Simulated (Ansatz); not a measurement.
Relaxed structures of CH$_{2}$NTe (charge +1), singlet (PBE0-D4/def2-TZVP; forces vanish, vibrations not checked; lower isomers may exist, and structures with a doubtful reference or unclear bonds are left out; Å). Program: Ansatz 0.2.0. Basis: def2-TZVPP. Cores are frozen in the correlated methods. Filled d shells of the heavier atoms are correlated. Core potentials replace the inner electrons of the atoms past krypton. The def2 sets are not built for correlating such inner shells, so the correlated values are less sure here.

(1) Rank them by CCSD(T) energy, lowest first, and give each one's height above the lowest. Links in brackets join atoms within 1.22 times the sum of their covalent radii (1.1 for two metals). (To be estimated.)
A.
CH₂NTe ([CH][N][TeH]), total charge +1
```
5
angstrom
N -0.1609 -0.2136 0.1852
C -1.0973 -0.7266 -0.2158
Te 1.4994 0.6386 1.0125
H -1.9812 -1.2079 -0.6004
H 1.6969 1.4863 -0.4007
```
B.
CH₂NTe ([N][C][TeH2]), total charge +1
```
5
angstrom
N -1.0820 -0.5727 0.1386
C -0.0038 -0.2186 0.3322
Te 1.9446 0.2617 0.6352
H 1.6258 1.0231 2.0855
H 1.8130 1.7031 -0.1951
```
C.
CH₂NTe ([NH][C][TeH]), total charge +1
```
5
angstrom
N -1.0948 -0.7241 -0.2170
C -0.1559 -0.2160 0.1978
Te 1.5013 0.6375 1.0176
H -1.9200 -1.1677 -0.5877
H 1.6694 1.4703 -0.4107
```

No T1 diagnostic of these runs exceeds 0.015.

## Answers

(1) The calculation gives: C (0.000 eV), A (0.262 eV), B (1.340 eV). Heights count from the lowest.

For scale, one of the runs: CCSD(T)/def2-TZVPP, 140 basis functions, launched by `ansatz run in.yaml --threads 2 --pin off --events-out ev --progress --plain --max-ram 4352MiB`. Hardware: 2 CPU threads of an Arm Neoverse V2, shared host. Wall time 23 s; peak host memory 0.93 GiB.
